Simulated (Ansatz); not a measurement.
Compare A (`[SiH3]CC(Cl)Cl`) with its isomer B (`C[SiH2]C(Cl)Cl`).

Program: Ansatz. Geometries: PBE0-D4/def2-TZVP. ΔE: electronic, gas phase. CCSD(T)/CBS is the MP2 limit (def2-TZVPP, def2-QZVPP) plus CCSD(T) − MP2 in def2-TZVPP, frozen cores. Functionals use def2-TZVPP. B3LYP here is the variant with VWN-RPA as its local correlation; programs differ in this. One conformer a species, not always the lowest.

A:

Z-matrix (Å, degrees):
```
Si
C 1 1.892
H 1 1.486 2 107.8
H 1 1.482 2 111.9 3 120.1
H 1 1.487 2 109.2 3 -118.4
C 2 1.505 1 114.2 3 161.5
H 2 1.093 1 109.5 3 -75.3
H 2 1.095 1 108.3 3 41.1
Cl 6 1.780 2 111.3 1 58.8
Cl 6 1.782 2 111.6 1 -178.1
H 6 1.088 2 112.3 1 -59.6
```

B:

Z-matrix (Å, degrees):
```
C
Si 1 1.859
H 1 1.092 2 110.6
H 1 1.092 2 110.6 3 -120.2
H 1 1.092 2 110.4 3 119.9
C 2 1.903 1 109.9 3 60.1
H 2 1.487 1 112.2 3 -58.2
H 2 1.487 1 112.2 3 178.3
Cl 6 1.778 2 109.8 1 61.3
Cl 6 1.778 2 109.8 1 -61.3
H 6 1.088 2 113.3 1 -180.0
```

Question: Which isomer does CCSD(T)/CBS put lower? Give the gap. (An estimate is asked.)

Answer: The calculation gave: B, by 31.7 kJ/mol.

Question: Give E(B) − E(A) in kJ/mol with B3LYP, CCSD/def2-TZVPP, HF/def2-TZVPP, PBE-D4, MP2/def2-TZVPP, B3LYP-D4, PBE0-D4. (An estimate is asked.)

Answer: The calculation gave: B3LYP -33.4, CCSD/def2-TZVPP -29.9, HF/def2-TZVPP -29.4, PBE-D4 -33.1, MP2/def2-TZVPP -30.1, B3LYP-D4 -34.0, PBE0-D4 -32.5. None reverses the order clearly.

Largest T1 diagnostic: 0.010.
